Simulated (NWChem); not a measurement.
Species: AlH₂SOCl; SMILES [SH][Al]([Cl])[OH]

```xyz
6

Al     0.4096    -0.0597     0.0000
Cl    -0.4637     1.8455     0.0000
O      2.0865    -0.2809     0.0000
H      2.7579     0.4031     0.0000
S     -0.8526    -1.8185     0.0000
H      0.2218    -2.6411     0.0000
```
Atoms are numbered in this order, from 1.

Computed with NWChem. Geometry: optimised at PBE0/def2-SVP. GIAO values for the isolated, static molecule; σ is the absolute isotropic shielding, δ = σ(reference) − σ with the isolated reference molecule computed at the same levels (1H: tetramethylsilane, 17O: water).

Problem. Estimate the computed values for KT2/pcSseg-1. Quantities: σ Al1 (ppm); σ Cl2 (ppm); δ O3 (ppm); δ H4 (ppm); σ S5 (ppm); δ H6 (ppm).

Solution. 
```
Quantity     Result
-----------  ------
σ Al1 (ppm)   414.8
σ Cl2 (ppm)   923.9
δ O3 (ppm)     60.3
δ H4 (ppm)     2.30
σ S5 (ppm)    772.0
δ H6 (ppm)     0.57
```
